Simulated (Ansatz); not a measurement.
Geometry optimisation, Ansatz 0.2.0, RHF/def2-SVP.

The input (input.yaml):

```yaml
crystal:
  periodic: [false, false, false]
  atoms:
    - { symbol: Si, position_ang: [0.0, 0.0, 0.0] }
    - { symbol: H, position_ang: [0.0, 0.0, 1.46] }
    - { symbol: O, position_ang: [1.5842, 0.0, -0.5594] }
    - { symbol: H, position_ang: [1.9006, -0.9521, -0.6761] }
    - { symbol: F, position_ang: [-0.7489, 1.2974, -0.5295] }
    - { symbol: O, position_ang: [-0.7913, -1.3709, -0.5594] }
    - { symbol: H, position_ang: [-1.2459, -1.8365, 0.2129] }
basis:
  gaussian: { orbitals: def2-SVP }
hamiltonian:
  xc: hf
relax:
  f_tol: 0.02
  max_steps: 40
output:
  orbitals: {}
```

Command:

```bash
$ ansatz run input.yaml --threads 1 --pin off --max-ram 2048MiB --backend cpu --events-out ev --progress --plain --runs-dir out
```

Where does it end, and by what steps?

It converged. After 13 steps the energy has fallen by 0.478 eV; H7 moved furthest, 0.59 Å.

```json
{"step": "0", "energy less start (eV)": "0.0000", "largest force component (eV/Å)": "3.147", "accepted": "yes"}
{"step": "1", "energy less start (eV)": "-0.2908", "largest force component (eV/Å)": "1.256", "accepted": "yes"}
{"step": "2", "energy less start (eV)": "-0.3599", "largest force component (eV/Å)": "0.260", "accepted": "yes"}
{"step": "3", "energy less start (eV)": "-0.3999", "largest force component (eV/Å)": "0.336", "accepted": "yes"}
{"step": "4", "energy less start (eV)": "-0.4103", "largest force component (eV/Å)": "0.250", "accepted": "yes"}
{"step": "5", "energy less start (eV)": "-0.4020", "largest force component (eV/Å)": "1.128", "accepted": "no"}
{"step": "6", "energy less start (eV)": "-0.4255", "largest force component (eV/Å)": "0.161", "accepted": "yes"}
{"step": "7", "energy less start (eV)": "-0.4467", "largest force component (eV/Å)": "0.264", "accepted": "yes"}
{"step": "8", "energy less start (eV)": "-0.4703", "largest force component (eV/Å)": "0.226", "accepted": "yes"}
{"step": "9", "energy less start (eV)": "-0.4712", "largest force component (eV/Å)": "0.138", "accepted": "yes"}
{"step": "10", "energy less start (eV)": "-0.4763", "largest force component (eV/Å)": "0.101", "accepted": "yes"}
{"step": "11", "energy less start (eV)": "-0.4777", "largest force component (eV/Å)": "0.022", "accepted": "yes"}
{"step": "12", "energy less start (eV)": "-0.4773", "largest force component (eV/Å)": "0.076", "accepted": "no"}
{"step": "13", "energy less start (eV)": "-0.4779", "largest force component (eV/Å)": "0.009", "accepted": "yes"}
```

```xyz
7
Properties=species:S:1:pos:R:3
Si 0.083 -0.127 0.184
H 0.049 0.261 1.588
O 1.628 -0.182 -0.305
H 1.869 -0.606 -1.114
F -0.736 0.986 -0.635
O -0.629 -1.560 -0.133
H -1.565 -1.634 -0.236
```

Whether the end is a true minimum wasn't checked by a vibrational analysis.

The run took 16 s on 1 thread of Arm Neoverse V1, on a shared host, peak memory 0.14 GiB.
